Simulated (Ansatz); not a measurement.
Molecule: MnF2, net charge 0, sextet state. The spin state was set by rule; other spins were not relaxed. SMILES: [Mn]([F])[F]
Geometry: optimised at B3LYP-D3(BJ)/def2-TZVP (Ansatz, a first-principles code).

Quantity: vertical electron affinity (to the quintet state of charge -1; a negative value means that the extra electron is unbound and the number depends on the basis; each state is the SCF solution reached for its spin; the UHF <S^2> is 6.79 for the quintet (pure: 6.00); for the quintet T1 is 0.048), in eV. Valence correlation only, unless marked. UHF or UKS for open shells. Spin-orbit coupling is left out. Frozen are the shells of the preceding noble gas and the d and f shells that filled before the atom's block. No relativistic terms. Anions need diffuse functions: def2-D sets add few. 

```json
[
 {"level": "PBE/def2-TZVPD", "program": "Ansatz", "vertical electron affinity (eV)": "1.16"},
 {"level": "PBE0/def2-TZVPD", "program": "Ansatz", "vertical electron affinity (eV)": "0.88"},
 {"level": "CAM-B3LYP/def2-TZVPD", "program": "Ansatz", "vertical electron affinity (eV)": "1.16"},
 {"level": "wB97X-V/def2-TZVPD", "program": "Ansatz", "vertical electron affinity (eV)": "0.99"},
 {"level": "CCSD/def2-SVPD", "program": "Ansatz", "vertical electron affinity (eV)": "0.54"},
 {"level": "CCSD(T)/def2-SVPD", "program": "Ansatz", "vertical electron affinity (eV)": "0.63"}
]
```
